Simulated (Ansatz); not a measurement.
Relaxation of Te4As⁺ with RKS PBE-D4/def2-SVP.

```sh
$ ansatz run in.yaml --threads 4 --pin off --events-out ev --progress --plain --max-ram 4787MiB
```

```yaml
crystal:
  periodic: [false, false, false]
  atoms:
    - {symbol: As, position_ang: [-0.780000, -0.552190, -0.783610]}
    - {symbol: Te, position_ang: [0.539430, -1.165070, 1.583630]}
    - {symbol: Te, position_ang: [-0.444510, 1.927160, -1.239980]}
    - {symbol: Te, position_ang: [1.600760, -1.435870, -0.906840]}
    - {symbol: Te, position_ang: [-0.915680, 1.225960, 1.346800]}
basis:
  gaussian: {orbitals: def2-SVP}
total_charge: 1
hamiltonian: {xc: pbe, dispersion: d4}
scf: {lower_state_search: "off"}
output: {orbitals: {seedname: orbitals}}
relax: {f_tol: 0.02, max_steps: 100}
```

Run time 10 s (4 threads of Arm Neoverse V2 on a shared host).

Positions (Å) and forces (eV/Å) at steps 1, 2, 3, 4, 5, 7 of 7:

```xyz
5
step=1 energy=-89992.8904 eV
As   -0.780   -0.552   -0.784   -1.798   -1.154   -0.675
Te    0.539   -1.165    1.584    1.074   -1.453    0.716
Te   -0.445    1.927   -1.240    0.439    1.012   -0.272
Te    1.601   -1.436   -0.907    1.130   -0.109   -0.167
Te   -0.916    1.226    1.347   -0.845    1.703    0.398
5
step=2 energy=-89993.3122 eV
As   -0.919   -0.640   -0.815    0.495    0.327    0.273
Te    0.646   -1.321    1.631    0.029    0.030   -0.527
Te   -0.395    1.985   -1.257    0.007   -0.656    0.431
Te    1.677   -1.421   -0.921   -0.616    0.363    0.335
Te   -1.008    1.397    1.362    0.085   -0.065   -0.512
5
step=3 energy=-89993.4007 eV
As   -0.988   -0.676   -0.762    0.281    0.199    0.289
Te    0.638   -1.319    1.604    0.056   -0.149   -0.286
Te   -0.259    1.847   -1.241   -0.147   -0.032    0.149
Te    1.617   -1.237   -0.936   -0.110   -0.094    0.156
Te   -1.008    1.385    1.336   -0.080    0.075   -0.307
5
step=4 energy=-89993.4330 eV
As   -0.973   -0.655   -0.632    0.035    0.028    0.073
Te    0.663   -1.418    1.548   -0.187    0.032    0.290
Te   -0.249    1.864   -1.244    0.158   -0.027   -0.329
Te    1.637   -1.236   -0.937    0.078    0.104   -0.342
Te   -1.077    1.444    1.265   -0.084   -0.137    0.307
5
step=5 energy=-89993.4523 eV
As   -1.017   -0.673   -0.541    0.077    0.051    0.039
Te    0.656   -1.449    1.527   -0.055   -0.019    0.075
Te   -0.172    1.826   -1.261    0.027   -0.025   -0.093
Te    1.640   -1.154   -0.966   -0.001    0.022   -0.098
Te   -1.107    1.449    1.240   -0.048   -0.029    0.076
5
step=7 energy=-89993.4543 eV
As   -1.025   -0.673   -0.497   -0.003   -0.002    0.000
Te    0.659   -1.478    1.518   -0.001    0.002    0.001
Te   -0.147    1.813   -1.269    0.002    0.001   -0.001
Te    1.642   -1.126   -0.978    0.002    0.001   -0.001
Te   -1.130    1.464    1.227    0.001   -0.002    0.002
```

In the def2 sets Te takes a core potential; there is no spin–orbit coupling. The restricted singlet is unstable towards broken spin symmetry in Hartree–Fock (as tested in another run); at PBE-D4/def2-SVP this wasn't settled. Another isomer (singlet) lies 0.62 eV lower at PBE0-D4/def2-TZVP; other spin states weren't run for this one.
